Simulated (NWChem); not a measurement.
System: CH$_{5}$ClO$_{2}$Si; SMILES CO[Si@H](O)Cl

Input file for NWChem:

```
start job
memory heap 200 mb stack 900 mb global 1100 mb
geometry units angstroms noautosym nocenter noautoz
  C      0.863646     2.021141     0.528872
  O      0.339962     1.385607    -0.626188
  Si    -0.490791    -0.049025    -0.617908
  O     -1.889877     0.009746     0.286246
  Cl     0.718933    -1.539553     0.214780
  H      1.605934     1.374876     1.048517
  H      0.059942     2.284810     1.252190
  H      1.370916     2.955202     0.215222
  H     -0.805213    -0.338382    -2.037461
  H     -1.854187    -0.452397     1.141566
end
basis spherical
  * library def2-svp
end
dft
  xc xpbe96 cpbe96
  iterations 150
end
cosmo
  do_cosmo_smd true
  solvent anisole
end
task dft energy
```

Excerpt of the output:

```
             Northwest Computational Chemistry Package (NWChem) 7.3.0
             --------------------------------------------------------

                             Geometry "geometry" -> ""
                             -------------------------

 Output coordinates in angstroms (scale by  1.889725989 to convert to a.u.)

  No.       Tag          Charge          X              Y              Z
 ---- ---------------- ---------- -------------- -------------- --------------
    1 C                    6.0000     0.86364600     2.02114100     0.52887200
    2 O                    8.0000     0.33996200     1.38560700    -0.62618800
    3 Si                  14.0000    -0.49079100    -0.04902500    -0.61790800
    4 O                    8.0000    -1.88987700     0.00974600     0.28624600
    5 Cl                  17.0000     0.71893300    -1.53955300     0.21478000
    6 H                    1.0000     1.60593400     1.37487600     1.04851700
    7 H                    1.0000     0.05994200     2.28481000     1.25219000
    8 H                    1.0000     1.37091600     2.95520200     0.21522200
    9 H                    1.0000    -0.80521300    -0.33838200    -2.03746100
   10 H                    1.0000    -1.85418700    -0.45239700     1.14156600

 Effective nuclear repulsion energy (a.u.)     306.4358904256

  pbe96 is a nonlocal functional; adding pw91lda local functional.

                                 NWChem DFT Module
                                 -----------------

 Summary of "ao basis" -> "ao basis" (spherical)
 ------------------------------------------------------------------------------
       Tag                 Description            Shells   Functions and Types
 ---------------- ------------------------------  ------  ---------------------
 C                          def2-svp                 6       14   3s2p1d
 O                          def2-svp                 6       14   3s2p1d
 Si                         def2-svp                 8       18   4s3p1d
 Cl                         def2-svp                 8       18   4s3p1d
 H                          def2-svp                 3        5   2s1p

 in cosmo_initialize ...
 calling solv_data for solv:anisole

 solvent parameters
 solvname_short: anisole
 solvname_long:  anisole
 dielec:        4.2247
 dielecinf:     2.3025
 nonaqueous SMD model solvent descriptors
 dielec:        4.2247
 sola:          0.0000
 solb:          0.2900
 solc:          0.7500
 solg:         50.5200
 solh:          0.0000
 soln:          1.5174

          ---------------
          -cosmo- solvent
          ---------------
 Cosmo: York-Karplus, doi: 10.1021/jp992097l
 dielectric constant -eps-     =   4.22
 screen = (eps-1)/(eps    )    =   0.76330
 surface charge correction     = lagrangian

   van der Waals surface
 --------------------------

[...]

                                COSMO-SMD solvation results
                                ---------------------------

             internal energy in gas <Psi(g)|H|Psi(g)> =      -940.442248949732
         internal energy in solvent <Psi(s)|H|Psi(s)> =      -940.441938978039
                               delta internal energy  =         0.000309971693 (    0.19 kcal/mol)
   total free energy in solvent <Psi(s)|H+V/2|Psi(s)> =      -940.446612433494
 polarization energy contribution <Psi(s)|V/2|Psi(s)> =        -0.004673455455 (   -2.93 kcal/mol)
    total free energy in solvent including G(SMD-CDS) =      -940.448531594146
                       G(SMD-CDS) energy contribution =        -0.001919160652 (   -1.20 kcal/mol)
     1 M fixed-concentration free energy of solvation =        -0.006282644413 (   -3.94 kcal/mol)

                       DFT Final Molecular Orbital Analysis
                       ------------------------------------

 Vector   27  Occ=2.000000D+00  E=-2.775909D-01
              MO Center= -2.4D-01, -6.3D-01,  1.1D-01, r^2= 3.7D+00
   Bfn.  Coefficient  Atom+Function         Bfn.  Coefficient  Atom+Function
  ----- ------------  ---------------      ----- ------------  ---------------
    71      0.366042   5 Cl px               51     -0.309980   4 O  py
    73     -0.299892   5 Cl pz               68      0.268063   5 Cl px
    70     -0.228369   5 Cl pz               54     -0.225778   4 O  py
    50      0.166059   4 O  px               65      0.156539   5 Cl px
    67     -0.132840   5 Cl pz               52     -0.113798   4 O  pz

 Vector   28  Occ=2.000000D+00  E=-2.659704D-01
              MO Center=  1.9D-01,  1.2D+00, -1.9D-01, r^2= 3.2D+00
   Bfn.  Coefficient  Atom+Function         Bfn.  Coefficient  Atom+Function
  ----- ------------  ---------------      ----- ------------  ---------------
    20     -0.339152   2 O  pz               19      0.313944   2 O  py
    23     -0.252774   2 O  pz               89     -0.216703   8 H  s
    22      0.214394   2 O  py               51      0.177911   4 O  py
    50      0.162278   4 O  px               72      0.152112   5 Cl py
     6      0.150559   1 C  pz                5     -0.137660   1 C  py

 Vector   29  Occ=2.000000D+00  E=-2.477201D-01
              MO Center=  3.1D-01,  1.1D+00, -1.4D-01, r^2= 2.7D+00
   Bfn.  Coefficient  Atom+Function         Bfn.  Coefficient  Atom+Function
  ----- ------------  ---------------      ----- ------------  ---------------
    18      0.454877   2 O  px               21      0.336348   2 O  px
    19     -0.237967   2 O  py               84      0.197017   7 H  s
    79     -0.186921   6 H  s                22     -0.174879   2 O  py
     4     -0.162698   1 C  px               72     -0.154029   5 Cl py
    85      0.148470   7 H  s                51      0.147160   4 O  py

 Vector   30  Occ=0.000000D+00  E= 1.441876D-02
              MO Center= -1.1D+00,  3.2D-02,  4.8D-01, r^2= 4.6D+00
   Bfn.  Coefficient  Atom+Function         Bfn.  Coefficient  Atom+Function
  ----- ------------  ---------------      ----- ------------  ---------------
    49      0.756829   4 O  s               100     -0.699274  10 H  s
    32     -0.668447   3 Si s                 3      0.506458   1 C  s
    85     -0.432628   7 H  s                95      0.381448   9 H  s
    39      0.316481   3 Si px               31     -0.275360   3 Si s
    17      0.240655   2 O  s                90     -0.234554   8 H  s

 Vector   31  Occ=0.000000D+00  E= 2.090446D-02
              MO Center= -2.1D-01, -4.0D-01, -5.7D-01, r^2= 3.5D+00
   Bfn.  Coefficient  Atom+Function         Bfn.  Coefficient  Atom+Function
  ----- ------------  ---------------      ----- ------------  ---------------
    40      0.665680   3 Si py               32     -0.577692   3 Si s
    64      0.503325   5 Cl s                39     -0.496531   3 Si px
    31     -0.491720   3 Si s                95      0.422165   9 H  s
    72      0.400049   5 Cl py               71     -0.313536   5 Cl px
    73     -0.314586   5 Cl pz               37      0.287665   3 Si py

 Vector   32  Occ=0.000000D+00  E= 3.965583D-02
              MO Center= -1.8D-01,  1.4D-01, -6.4D-01, r^2= 4.0D+00
   Bfn.  Coefficient  Atom+Function         Bfn.  Coefficient  Atom+Function
  ----- ------------  ---------------      ----- ------------  ---------------
    17      0.838802   2 O  s                40     -0.776873   3 Si py
    39     -0.647721   3 Si px               41      0.279316   3 Si pz
     9      0.273051   1 C  pz               32     -0.259672   3 Si s
    49     -0.212584   4 O  s                71      0.208874   5 Cl px
    16      0.207081   2 O  s                37     -0.194326   3 Si py

     Multipole analysis of the density
     ---------------------------------

     L   x y z        total         alpha         beta         nuclear
     -   - - -        -----         -----         ----         -------
     0   0 0 0     -0.000000    -29.000000    -29.000000     58.000000

     1   1 0 0     -0.031991      1.391156      1.391156     -2.814303
     1   0 1 0      0.207959     -2.026713     -2.026713      4.261385
     1   0 0 1      0.756133      3.142473      3.142473     -5.528813

     2   2 0 0    -33.535434   -114.401233   -114.401233    195.267032
     2   1 1 0      2.565415     -4.292763     -4.292763     11.150940
     2   1 0 1     -0.812095     -9.616404     -9.616404     18.420712
     2   0 2 0    -32.130240   -188.119983   -188.119983    344.109726
     2   0 1 1      1.332702      1.721463      1.721463     -2.110224
     2   0 0 2    -30.590463    -50.592148    -50.592148     70.593832
```

Level: PBE/def2-SVP, SMD on the gas-phase geometry. Structure relaxed at the PBE-D3(BJ)/def2-SVP level. Solvent: anisole.
